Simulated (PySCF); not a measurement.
Ionisation energy of Ru¹⁸⁺ by level of theory

Ru¹⁸⁺ [Ar] 3d8 [3d3/2^4 3d5/2^4, M_J = 4] → Ru¹⁹⁺ [Ar] 3d7 [3d3/2^4 3d5/2^3, M_J = 9/2], as a difference of total energies. All numbers are calculated (PySCF 2.14, the two-component X2C-1e Hamiltonian, in an uncontracted even-tempered set (17 s from 1.9 bohr⁻², ratio 2.8; 12 p from 2.4 bohr⁻², ratio 2.8; 8 d from 2.4 bohr⁻², ratio 2.8; 4 f from 11 bohr⁻², ratio 3)). Correlated levels: [Ne] frozen; the 76 highest virtual spinors dropped. "Screened" scales the spin-orbit matrix elements by Boettger's factors to mimic the two-electron term; Breit and QED terms are absent.

| method | ionisation energy (eV) |
| --- | --- |
| GHF (spin-free) | 784.96 |
| GMP2 (spin-free) | 786.30 |
| GHF (screened spin-orbit) | 784.11 |
| GMP2 (screened spin-orbit) | 785.43 |

Q: How much does correlation contribute at GMP2 (screened spin-orbit)?

A: 785.43 − (784.11) = 1.32 eV, measured against GHF (screened spin-orbit).

Breit and QED terms and the two-electron picture change are absent.

The spin-free rows relax to the high-spin LS determinant and lack the spin-orbit shift.

The labels give the starting determinants; with spin-orbit coupling the two ends relaxed to ⟨J²⟩ = 20.00, ⟨L²⟩ = 12.20, ⟨S²⟩ = 1.96 and ⟨J²⟩ = 24.75, ⟨L²⟩ = 12.86, ⟨S²⟩ = 3.45.

For comparison: 784 ± 3 eV (theoretical estimate listed by NIST; NIST Atomic Spectra Database, ionization energies).
